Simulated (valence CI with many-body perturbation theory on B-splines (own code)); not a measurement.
Values are calculated unless marked as measured or tabulated.
## Hyperfine factors and g values of W67+

Level of theory: relativistic CI+MBPT: five valence electrons over a frozen Dirac-Fock core [He], radial functions for each j: 11 s, 11 p, 10 d, 8 f, 5 g, 2 h, with the one-electron correlation potential Σ1, the two-electron term Σ2, the three-electron term Σ3, Breit, model QED; selected CI, second order for the rest, scaled by the run's own slope (own B-spline code, finite nucleus).

The last digits are not significant, and no measured levels were compared; by estimate large intervals hold to a few tenths of a per cent, small ones and those within an open d or f shell to about a per cent. Among the levels kept, up to 7500 cm⁻¹ of a level comes from second order outside the variational space, and about a tenth of that is noise between levels of different J, which matters for small intervals.

A/g_I is the dipole constant over the nuclear g factor μ/I (μ in nuclear magnetons, uniformly magnetised nucleus), B/Q the quadrupole constant per barn. Both hold the static response of the core; the bare values leave it out. Large factors of s and p1/2 electrons are usually good to 5 to 10 %; those of open d and f shells near neutrality can be off by tens of per cent, and small factors of p3/2, d and f electrons come from cancelling terms and can be off by a factor of two or in sign, in half-filled shells by more. B is blank for J = 1/2, where it vanishes, and for nearly pure S terms. Energies count from the lowest level.

Levels are named by their leading jj configuration (3d3/2^4 stands for four electrons in 3d with j = 3/2), which in mixed levels can hold well under half, so a name can repeat and another be missing. Letters in brackets count levels of one name in rising energy.

```tsv
Level	E (× 10³ cm⁻¹)	g	A/g_I (MHz)	A/g_I bare	B/Q (MHz/b)	B/Q bare
(2s^2 2p1/2^2 2p3/2) J=3/2	0.00	1.312	818000	836000	1600000	1600000
(2s^2 2p1/2 2p3/2^2) J=3/2	11192	1.433	-498000	-471000	84700	84800
(2s^2 2p1/2 2p3/2^2) J=5/2	11378	1.162	2170000	2180000	-4780	-4790
(2s^2 2p1/2 2p3/2^2) J=1/2	11804	0.616	7500000	7470000		
(2s 2p1/2^2 2p3/2^2) J=5/2	13986	1.442	5200000	5170000	199000	199000
(2s 2p1/2^2 2p3/2^2) J=1/2	14843	1.994	2.27e+07	2.25e+07		
(2s 2p1/2^2 2p3/2^2) J=3/2	14853	1.169	-3570000	-3490000	-170000	-170000
(2s^2 2p3/2^3) J=3/2	23021	1.286	845000	863000	-1690000	-1690000
(2s 2p1/2 2p3/2^3) J=3/2 [a]	25403	1.585	5280000	5240000	-1280000	-1280000
(2s 2p1/2 2p3/2^3) J=5/2	25736	1.280	6580000	6530000	-1840000	-1850000
(2s 2p1/2 2p3/2^3) J=1/2	26262	1.344	-8680000	-8540000		
(2s 2p1/2 2p3/2^3) J=3/2 [b]	26328	1.006	165000	206000	-523000	-524000
(2p1/2^2 2p3/2^3) J=3/2	29411	1.298	792000	827000	-1630000	-1640000
(2s 2p3/2^4) J=1/2	37604	1.878	2.29e+07	2.27e+07		
(2p1/2 2p3/2^4) J=1/2	40846	0.616	7530000	7480000		
(2s^2 2p1/2^2 3s) J=1/2	71042	1.990	6550000	6490000		
(2s^2 2p1/2^2 3p1/2) J=1/2	71891	0.645	2220000	2210000		
(2s^2 2p1/2^2 3p3/2) J=3/2	75320	1.321	241000	247000	482000	482000
(2s^2 2p1/2^2 3d3/2) J=3/2	76051	0.782	141000	141000	84300	85000
(2s^2 2p1/2^2 3d5/2) J=5/2	77005	1.187	50100	50100	82300	83100
(2s^2 2p1/2 2p3/2 3s) J=3/2 [a]	82361	1.652	1380000	1390000	1040000	1040000
(2s^2 2p1/2 2p3/2 3s) J=1/2	82445	1.292	-3300000	-3240000		
(2s^2 2p1/2 2p3/2 3s) J=5/2	82520	1.304	3330000	3320000	1560000	1570000
(2s^2 2p1/2 2p3/2 3s) J=3/2 [b]	82575	0.951	1960000	1970000	921000	923000
(2s^2 2p1/2 2p3/2 3p1/2) J=1/2	83199	1.729	-1860000	-1820000		
(2s^2 2p1/2 2p3/2 3p1/2) J=3/2 [a]	83249	1.124	1500000	1510000	326000	326000
(2s^2 2p1/2 2p3/2 3p1/2) J=5/2	83357	1.041	2460000	2470000	1550000	1560000
(2s^2 2p1/2 2p3/2 3p1/2) J=3/2 [b]	83697	1.302	1260000	1280000	1590000	1600000
(2s 2p1/2^2 2p3/2 3s) J=5/2	84815	1.587	6310000	6270000	1610000	1610000
(2s 2p1/2^2 2p3/2 3s) J=3/2 [a]	85052	1.423	7100000	7050000	880000	881000
(2s 2p1/2^2 2p3/2 3s) J=1/2	85590	0.830	-8250000	-8100000		
(2s 2p1/2^2 2p3/2 3s) J=3/2 [b]	85667	1.368	-1810000	-1750000	1180000	1180000
(2s 2p1/2^2 2p3/2 3p1/2) J=3/2 [a]	85744	1.659	7160000	7120000	1110000	1110000
(2s 2p1/2^2 2p3/2 3p1/2) J=5/2	85750	1.327	5480000	5440000	1580000	1580000
(2s 2p1/2^2 2p3/2 3p1/2) J=1/2	86447	1.254	-6920000	-6790000		
(2s 2p1/2^2 2p3/2 3p1/2) J=3/2 [b]	86459	0.959	-2420000	-2360000	931000	932000
(2s^2 2p1/2 2p3/2 3p3/2) J=5/2 [a]	86561	1.405	-371000	-354000	1690000	1690000
(2s^2 2p1/2 2p3/2 3p3/2) J=1/2 [a]	86597	1.543	-1900000	-1880000		
(2s^2 2p1/2 2p3/2 3p3/2) J=3/2 [a]	86634	1.127	2380000	2380000	-1030000	-1030000
(2s^2 2p1/2 2p3/2 3p3/2) J=7/2	86688	1.214	1540000	1550000	2060000	2060000
```

Take the isotope of mass number 183, with I = 1/2, μ = 0.11739 μN. What is the hyperfine structure of (2s^2 2p1/2^2 2p3/2) J=3/2?

From the table A = 192000 MHz. Shifts from the centre of gravity in MHz: F = 1: -240000, F = 2: 144000.
